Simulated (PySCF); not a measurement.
## Broadened absorption spectrum of AsP3SSeO nortricyclane

Species: AsP3SSeO nortricyclane, AsOP3SSe.
Geometry (PBE0-D3(BJ)/def2-SVP, Å), atoms numbered from 1 in this order:
```
atom  x, y, z in Å
As1   -1.5456   -0.7507   -0.4408
S2    -0.0784   -0.1403   -2.0445
P3     1.5641    0.4486   -0.8788
P4     0.7252    1.3865    0.9880
Se5   -1.4964    1.3100    0.7625
P6     1.1918   -0.8373    0.9556
O7    -0.2688   -1.5189    0.5894
```

Method: PySCF 2.14.0, density-fitted response routines, TDDFT wB97X-D/def2-SVPD, vertical, gas phase, core orbitals frozen in the response. The wB97X-D/def2-SVPD calculation is non-relativistic and has no spin–orbit coupling, an omission that weighs most on arsenic and selenium.

Computed states:

```
state  E (eV)       f
   S1    3.70  0.0033
   S2    3.90  0.0009
   S3    4.49  0.0004
   S4    4.68  0.0014
   S5    4.78  0.0014
   S6    4.92  0.0016
   S7    4.95  0.0004
   S8    5.01  0.0041
   S9    5.16  0.0016
  S10    5.21  0.0098
```

Broadening: Gaussians 0.3 eV wide at half height, area fixed by f = 4.319×10⁻⁹ ∫ε dν̃. The width is an assumption, not a result. The curve ends short of the highest state used, and states not computed would add to its high-energy end.

Q: What does the envelope look like, and where are its maxima?

A: 
```tsv
E (eV)	ε (L mol⁻¹ cm⁻¹)
3.25	1
3.29	2
3.33	5
3.36	9
3.40	19
3.44	39
3.48	70
3.52	114
3.56	169
3.60	227
3.64	279
3.68	314
3.71	324
3.75	315
3.79	286
3.83	244
3.87	199
3.91	156
3.95	118
3.99	85
4.03	59
4.06	43
4.10	26
4.14	15
4.18	9
4.22	7
4.26	8
4.30	13
4.34	20
4.38	32
4.41	43
4.45	61
4.49	86
4.53	116
4.57	153
4.61	194
```

Maxima: 334 nm (3.72 eV), ε about 320, made up of S1 (91%) (ε in L mol⁻¹ cm⁻¹; maxima over ε = 5, shares over 10%). At its high-energy end, 4.61 eV, the curve is still rising (ε about 190, from S3, S4 and S5).

Q: What would ε be at 3.72 eV, the highest of these maxima, with half the width (0.15 eV)?

A: About 565 L mol⁻¹ cm⁻¹ against 324, a factor of about 1.7; a lone state at its own centre would give exactly 2.

Q: On this curve, what absorbance would a 10⁻⁴ mol/L sample give at 280 nm over a 1 cm path?

A: 280 nm is 4.428 eV, where ε is about 50 L mol⁻¹ cm⁻¹, so A = ε c l ≈ 0.005 (Beer–Lambert, with the gas-phase spectrum and the assumed width).

Q: Does any computed singlet lie in the visible range?

A: No computed singlet lies in the visible range (380 to 750 nm); the lowest, at 335 nm, stands 0.44 eV above its violet end (3.26 eV).

One conformer stands for the species.
